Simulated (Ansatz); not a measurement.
# Stretch profile

CH$_{3}$NOSi (SMILES O=C=N[SiH3]), closed shell, at its PBE0-D4/def2-TZVP minimum:

```tsv
atom	x (Å)	y (Å)	z (Å)
O1	1.1589	-2.4161	1.4292
C2	0.7166	-1.4908	0.8764
N3	0.2647	-0.5455	0.3114
Si4	-0.3831	0.8101	-0.4954
H5	0.7284	1.5984	-1.0772
H6	-1.1347	1.6347	0.4794
H7	-1.2895	0.3411	-1.5695
```

The bond length Si4–H6 (1.482 Å at the minimum) is set to the values below, with the rest relaxed at PBE0-D4/def2-TZVP at each step. Each method's energies count from its own value at the PBE0-D4 minimum structure. Program: Ansatz 0.2.0. Basis: def2-TZVPP. Cores are frozen in the correlated methods. B3LYP uses VWN-RPA correlation.

| bond length (Å) | CCSD(T) (eV) | PBE0-D4 (eV) | B3LYP-D4 (eV) | HF (eV) | wB97M-V (eV) |
| --- | --- | --- | --- | --- | --- |
| 1.274 | 0.504 | 0.530 | 0.505 | 0.503 | 0.488 |
| 1.318 | ? | 0.306 | 0.287 | 0.281 | 0.273 |
| 1.382 | 0.087 | 0.102 | 0.092 | 0.085 | 0.082 |
| 1.456 | 0.003 | 0.006 | 0.004 | 0.000 | 0.001 |
| 1.539 | 0.031 | 0.027 | 0.032 | 0.042 | 0.036 |
| 1.628 | 0.168 | 0.155 | 0.164 | 0.196 | 0.178 |
| 1.723 | 0.392 | 0.370 | 0.379 | 0.445 | 0.410 |
| 1.822 | ? | 0.643 | 0.644 | 0.762 | 0.703 |
| 1.926 | ? | 0.967 | 0.960 | 1.130 | 1.043 |

**Question.** Fill in the withheld CCSD(T) values. (Judge from chemistry; the value comes from the calculation.)

**Answer.** The calculation gives: 0.284 eV at 1.318 Å; 0.679 eV at 1.822 Å; 1.009 eV at 1.926 Å. These count from the CCSD(T) energy at the PBE0-D4 minimum.

Minimum and curvature along this coordinate at CCSD(T): A fifth-order fit through the nearest points gives 1.475 Å, with a curvature of about 18 eV/Å².

Largest difference from the CCSD(T) curve over the scan: PBE-D4 0.141; r2SCAN-D4 0.042; MP2 0.073 eV. Each curve counts from its own value at the minimum.

No T1 diagnostic of these runs exceeds 0.017.

For scale, one of the runs: CCSD(T)/def2-TZVPP, 177 basis functions (an equivalent command: `ansatz run in.yaml --threads 2`). Hardware: 2 CPU threads, shared host. Wall time 48 s; peak host memory 1.6 GiB.
